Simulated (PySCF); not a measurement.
Ge(OAc)2H2, C4H8GeO4.
Cartesian coordinates in Å at the PBE0-D3(BJ)/def2-SVP level; atoms count from 1:
```xyz
17
C4H8GeO4 angstrom
Ge    -0.7292   -0.0022   -0.5072
O     -0.4524   -0.0246    1.3192
C     -1.6339   -0.0483    1.9085
C     -1.5866   -0.0663    3.4036
O     -2.6532   -0.0510    1.2432
H     -2.6015   -0.1183    3.8121
H     -1.0780    0.8400    3.7636
H     -0.9908   -0.9257    3.7433
O      1.0815    0.0230   -0.8675
C      1.2411    0.0470   -2.1786
C      2.6665    0.0694   -2.6326
O      0.2746    0.0467   -2.9179
H      2.7127    0.1178   -3.7259
H      3.1791   -0.8336   -2.2701
H      3.1818    0.9327   -2.1876
H     -1.3362    1.3336   -0.9038
H     -1.3042   -1.3408   -0.9419
```

Method: PySCF 2.14.0, density-fitted response routines, TDDFT CAM-B3LYP/def2-SVPD, vertical, gas phase, core orbitals frozen in the response. The CAM-B3LYP/def2-SVPD calculation is non-relativistic and has no spin–orbit coupling, an omission that weighs most on germanium.

Frontier orbitals with the atoms that hold most of them (Löwdin shares over 4%, at most four atoms; ? is withheld):

| orbital | ε (eV) | atoms |
| --- | --- | --- |
| HOMO-3 | -10.73 | O2 41%, O5 34%, C3 9% |
| HOMO-2 | -10.72 | O9 41%, O12 30%, Ge1 9%, C10 8% |
| HOMO-1 | -9.93 | ? |
| HOMO | -9.77 | O12 36%, O5 32%, C11 4%, O9 4% |
| LUMO | ? | ? |
| LUMO+1 | 1.06 | C3 20%, C10 17%, O5 15%, O12 13% |
| LUMO+2 | 1.21 | C10 20%, C3 18%, O12 14%, O5 12% |

Give the leading atoms of the LUMO.

Ge1 (bonded to 2 O and 2 H) 42%; H17 (bonded to Ge) 9%; H16 (bonded to Ge) 9%; C3 (bonded to C and 2 O) 6%. By element: germanium 42%, hydrogen 17% or more, carbon 6% or more.

Give the leading atoms of the HOMO-1.

O5 (bonded to C) 34%; O12 (bonded to C) 30%; O2 (bonded to C and Ge) 9%; O9 (bonded to C and Ge) 9%.

What is the LUMO energy, and the HOMO–LUMO gap?

ε(LUMO) = 0.71 eV; the gap is 10.49 eV (0.3854 hartree).

How does S1 compare with the orbital gap of 10.49 eV?

S1 is at 6.04 eV (f = 0.0010), 4.44 eV below the gap, made of HOMO→LUMO+1 (43%), HOMO-1→LUMO+2 (36%), HOMO→LUMO+2 (11%). Its leading pair isn't HOMO and LUMO; the energies of that pair differ by 10.83 eV. 

Next come S2 at 6.05 eV (f 0.0002), HOMO-1→LUMO+1 (43%), HOMO→LUMO+2 (37%), HOMO→LUMO+1 (9%); S3 at 7.70 eV (f 0.0022), HOMO→LUMO (80%), HOMO-1→LUMO+3 (14%); S4 at 7.75 eV (f 0.051), HOMO-1→LUMO (61%), HOMO→LUMO+3 (31%); S5 at 7.92 eV (f 0.0001), HOMO-3→LUMO+1 (19%), HOMO-1→LUMO (16%), HOMO-1→LUMO+4 (14%).

Löwdin shares depend on the basis, the more so with diffuse functions.

The run took 1.7 min wall, 3.7 min CPU (with the writing of density and orbital grids) on an Intel Xeon Platinum 8259CL at 2.50 GHz with 2 threads, shared host with 96 logical CPUs at a one-minute load of 48, and the process peaked at 1.8 GiB of memory.

One conformer stands for the species.
